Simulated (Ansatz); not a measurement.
`Cl[Se][Se]Cl`, 4 atoms. Total charge 0; spin multiplicity 1. Correlated methods include outer-core shells of Se, which these sets cover unevenly. Scalar relativity is left out up to krypton. Hardware: A = 2 threads of an AMD EPYC 7R13 on a shared host and a share of an NVIDIA H100 80 GB; B = 2 threads of an AMD EPYC 7R13 on a shared host. Correlated methods freeze the cores. Open-shell runs search over several starts.

(1) Give the basis size and wall time and peak host memory of each of these runs in Ansatz. direct RPA on PBE orbitals/def2-TZVPP energy [B]; UKS B3LYP-D4/def2-TZVPP energy of the cation [B]; UKS PBE0-D4/def2-TZVPP energy of the cation [B]; RKS B3LYP-D4/def2-TZVPP energy and forces [B]; UKS PBE-D4/def2-TZVPP energy of the cation [B]; RKS B97M-V/def2-TZVPP energy [B]; UHF-CCSD(T)/def2-TZVPP energy of the cation [A]; RHF-CCSD(T)/def2-TZVPP energy [A]; UKS ωB97M-V/def2-TZVPP energy of the cation [B]; UKS B2PLYP (frozen core)/def2-TZVPP energy of the cation [B]; RKS ωB97M-V/def2-SVP energy [B]; UHF-MP2/def2-QZVPP energy of the cation [A]. (Best estimate.)

Results:

(1) Ansatz gave: Other jobs shared the machine, so times are rough.

```json
{"level": "RHF-CCSD(T)/def2-TZVPP", "job": "energy [A]", "functions": "180", "wall time": "3.3 s", "peak host memory (GiB)": "0.83"}
{"level": "direct RPA on PBE orbitals/def2-TZVPP", "job": "energy [B]", "functions": "180", "wall time": "3.7 s", "peak host memory (GiB)": "0.42"}
{"level": "RKS B3LYP-D4/def2-TZVPP", "job": "energy and forces [B]", "functions": "180", "wall time": "5.5 s", "peak host memory (GiB)": "0.72"}
{"level": "RKS ωB97M-V/def2-SVP", "job": "energy [B]", "functions": "100", "wall time": "5.5 s", "peak host memory (GiB)": "0.42"}
{"level": "RKS B97M-V/def2-TZVPP", "job": "energy [B]", "functions": "180", "wall time": "6.5 s", "peak host memory (GiB)": "0.42"}
{"level": "UHF-CCSD(T)/def2-TZVPP", "job": "energy of the cation [A]", "functions": "180", "wall time": "8 s", "peak host memory (GiB)": "0.85"}
{"level": "UKS PBE-D4/def2-TZVPP", "job": "energy of the cation [B]", "functions": "180", "wall time": "13 s", "peak host memory (GiB)": "0.55"}
{"level": "UKS B3LYP-D4/def2-TZVPP", "job": "energy of the cation [B]", "functions": "180", "wall time": "20 s", "peak host memory (GiB)": "0.88"}
{"level": "UHF-MP2/def2-QZVPP", "job": "energy of the cation [A]", "functions": "318", "wall time": "20 s", "peak host memory (GiB)": "0.96"}
{"level": "UKS PBE0-D4/def2-TZVPP", "job": "energy of the cation [B]", "functions": "180", "wall time": "29 s", "peak host memory (GiB)": "0.84"}
{"level": "UKS B2PLYP (frozen core)/def2-TZVPP", "job": "energy of the cation [B]", "functions": "180", "wall time": "35 s", "peak host memory (GiB)": "0.84"}
{"level": "UKS ωB97M-V/def2-TZVPP", "job": "energy of the cation [B]", "functions": "180", "wall time": "74 s", "peak host memory (GiB)": "1.2"}
```

B3LYP here is the variant with VWN-RPA as its local correlation; programs differ in this.
